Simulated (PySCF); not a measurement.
## Excited states of `C=CN1BNB(C(C)=O)NB1`, C4H10B3N3O

Computed, not measured: TDA CAM-B3LYP/def2-SVP excited states, vertical, gas phase (PySCF 2.14.0). Geometry: GFN2-xTB.

Input:
```
{"job": {"kind": "states", "xc": "CAM-B3LYP", "basis": "def2-SVP", "tda": true, "soc": true, "nstates": 8, "ntriplets": 5, "nquad": 4}, "charge": 0, "multiplicity": 1}
C      3.992442    -0.310768    -0.161134
C      2.929991    -0.123029    -0.930301
N      1.589128    -0.155486    -0.523867
B      0.641740     0.602559    -1.278276
N     -0.709802     0.620684    -0.853942
B     -1.157966    -0.100978     0.276600
C     -2.675378    -0.114963     0.804894
C     -3.702046     0.718821     0.062039
O     -3.005466    -0.773540     1.774455
N     -0.196829    -0.864712     0.970602
B      1.167366    -0.933577     0.603060
H      3.915255    -0.518559     0.890344
H      4.983385    -0.262782    -0.575044
H      3.065235     0.115927    -1.978787
H      0.971704     1.208221    -2.228042
H     -1.367532     1.170201    -1.385546
H     -3.392727     1.762214     0.070240
H     -3.754141     0.386699    -0.973207
H     -4.682505     0.625459     0.523560
H     -0.524605    -1.397565     1.764050
H      1.903829    -1.637883     1.178924
```
Coordinates are in Å.

Command: `OMP_NUM_THREADS=1 python excited_run.py task.json out`

Task: What does the run print?

Result: H and L stand for HOMO and LUMO.
```
coarse grid: 18080 points
cycle   1  E = -471.8351743408  dE =  2.040e+00  |g| = 9.256e-01  |ddm| = 5.035e+00
cycle   2  E = -471.6190005881  dE =  2.162e-01  |g| = 1.456e+00  |ddm| = 2.167e+00
cycle   3  E = -472.0220658768  dE = -4.031e-01  |g| = 1.559e-01  |ddm| = 1.451e+00
cycle   4  E = -472.0264831992  dE = -4.417e-03  |g| = 7.382e-02  |ddm| = 1.659e-01
cycle   5  E = -472.0276051543  dE = -1.122e-03  |g| = 1.428e-02  |ddm| = 7.172e-02
cycle   6  E = -472.0276526833  dE = -4.753e-05  |g| = 4.579e-03  |ddm| = 1.660e-02
cycle   7  E = -472.0276575745  dE = -4.891e-06  |g| = 1.820e-03  |ddm| = 7.676e-03
final grid: 176360 points
cycle   8  E = -472.1128894867  dE = -4.832e-05  |g| = 6.601e-03  |ddm| = 2.820e-02
cycle   9  E = -472.1128863514  dE =  3.135e-06  |g| = 7.958e-03  |ddm| = 1.101e-02
cycle  10  E = -472.1128991782  dE = -1.283e-05  |g| = 1.028e-03  |ddm| = 6.051e-03
cycle  11  E = -472.1128993801  dE = -2.019e-07  |g| = 3.125e-04  |ddm| = 9.951e-04
cycle  12  E = -472.1128993970  dE = -1.690e-08  |g| = 1.409e-04  |ddm| = 3.784e-04
cycle  13  E = -472.1128994017  dE = -4.666e-09  |g| = 2.570e-05  |ddm| = 1.295e-04
cycle  14  E = -472.1128994019  dE = -2.167e-10  |g| = 1.236e-05  |ddm| = 4.037e-05
converged SCF energy = -472.1128994019

Singlet excitations
state   eV       nm        f     d(h-e)  d(exc)  Lambda  PR(NTO)  |dmu|/D   mu/D   main configurations
  1   3.4426   360.1   0.00035   0.636   2.237   0.513   1.005    1.947    2.627   H-1->L 0.90
  2   5.6337   220.1   0.32729   3.287   4.561   0.431   1.036   11.158   11.655   H->L 0.90
  3   6.0469   205.0   0.00270   1.330   3.195   0.510   1.864    4.819    5.393   H->L+1 0.48, H-2->L 0.41
  4   6.7075   184.8   0.07179   1.536   3.208   0.503   2.083    5.185    5.999   H-2->L 0.49, H->L+1 0.45
  5   7.1783   172.7   0.00594   2.212   3.899   0.328   1.379                     H-1->L+2 0.25, H-1->L+1 0.22, H-1->L+4 0.18
  6   7.2471   171.1   0.36461   1.203   3.823   0.670   1.195                     H->L+2 0.84
  7   7.3272   169.2   0.00113   3.343   4.364   0.211   1.089                     H-1->L+1 0.70, H-1->L+2 0.19
  8   7.5480   164.3   0.02116   1.238   3.594   0.484   1.553                     H-3->L 0.45, H-4->L 0.25, H-1->L+3 0.12

Triplet excitations (Tamm-Dancoff)
state   eV     d(h-e)  d(exc)  Lambda  PR(NTO)   main configurations
  1   2.7360   0.580   2.179   0.509   1.005   H-1->L 0.89
  2   4.1003   0.371   2.565   0.601   1.045   H->L+2 0.46, H->L 0.25, H->L+1 0.14
  3   5.1456   1.319   3.265   0.519   1.316   H->L 0.34, H-3->L 0.13, H-6->L 0.10
  4   5.5980   1.041   3.151   0.547   1.391   H-6->L 0.24, H->L 0.24, H-5->L 0.09
  5   5.7441   1.129   2.881   0.489   1.559   H-2->L 0.66, H->L+1 0.14
S1 - T1 = 0.7067 eV

Spin-orbit couplings |<S|Hso|T>| (cm-1)
             T1       T2       T3       T4       T5
S0       51.506    1.052    0.410    0.374    0.682
S1        0.577    2.682   26.742   26.478    9.570
S2        5.345    0.422    0.182    0.074    0.625
S3        1.444    0.470    0.514    0.366    0.101
S4        3.991    0.620    0.289    0.318    0.450
S5        5.633    1.216    5.258    8.762    5.641
S6        1.077    1.583    0.322    0.781    0.380
S7        3.925    0.064    2.245    4.975    3.745
S8        6.718    2.242    1.482    3.539    4.784
T1 sublevels (cm-1): 0.000 0.002 0.191   radiative rates (1/s): 0.0924 0.0602 175
```

It took 61 s wall time on 1 thread of an Arm Neoverse V1, shared host, peak memory 1 GiB.
